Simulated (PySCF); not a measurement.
## Structure from 2D NMR

Compound of formula C₅H₄BrN. Correlations simulated from computed shifts and couplings:

HSQC (one-bond C–H):
```csv
δH,δC,"1J(C,H) (Hz)"
8.50,155.5,190
7.59,142.9,170
7.45,134.5,180
7.09,126.9,173
```

COSY cross peaks (|J| ≥ 2 Hz):
```csv
δH,δH,abs. J (Hz),bonds
8.50,7.09,5.4,3
7.59,7.45,9.1,3
7.59,7.09,8.1,3
```

HMBC (two and three bonds, |J| ≥ 2.5 Hz):
```csv
δH,δC [abs. J in Hz]
8.50,"164.8 [14.0], 142.9 [7.2], 126.9 [9.5]"
7.59,"164.8 [11.2], 155.5 [7.9]"
7.45,126.9 [6.6]
7.09,"155.5 [4.6], 134.5 [7.3]"
```

Carbons without hydrogens: δ 164.8.

All values are calculated (PySCF): shieldings: GIAO PBE0/pcSseg-1, J couplings at B3LYP/pcJ-1 (pcSseg-1 on Br) (spin–dipole term only in couplings to heteroatoms), geometry from PBE0-D3(BJ)/def2-SVP. Isolated molecule, non-relativistic, a single conformation.

Scale: 1H (31.27 ppm), 13C (184.41 ppm) against TMS (reference shieldings calculated alike).

Exchangeable hydrogens are left out of these lists, and C,H couplings along chains are those of one rotamer, so weak HMBC peaks may be missing or extra.

Question: Assemble the structure.

Answer: 2-Bromopyridine.

Atoms are numbered as in `[Br:1][c:2]1[cH:3][cH:4][cH:5][cH:6][n:7]1`. Hydrogens are named by the atom that carries them.

- δC 164.8 is C2, an aromatic carbon bearing bromine.
- δC 155.5 is C6, an aromatic CH next to a ring nitrogen (δH 8.50).
- δC 142.9 is C4, an aromatic CH (δH 7.59).
- δC 134.5 is C3, an aromatic CH (δH 7.45).
- δC 126.9 is C5, an aromatic CH (δH 7.09).
- HMBC from δH 8.50 reaches the proton-free carbon C2.
- HMBC from δH 7.59 reaches the proton-free carbon C2.
- COSY links 8.50–7.09, 7.59–7.45, 7.59–7.09.

This is the structure that produced the data.

Spin–orbit coupling is missing: it shields a carbon bonded to bromine, so the measured shift of such a carbon is lower than the computed one. Unscaled 3J(H,H) at this level run about 10 % above measured values. Shifts are as computed. Against solution values, carbons near 30 ppm lie about +2 ppm off and those near 130 ppm about +5 ppm; carbons on Br a further +13 ppm. Of 1211 compounds with measured shifts, 218 miss one by over three times the rms of a fit or turn the order of signals round; such compounds aren't used in these exercises.
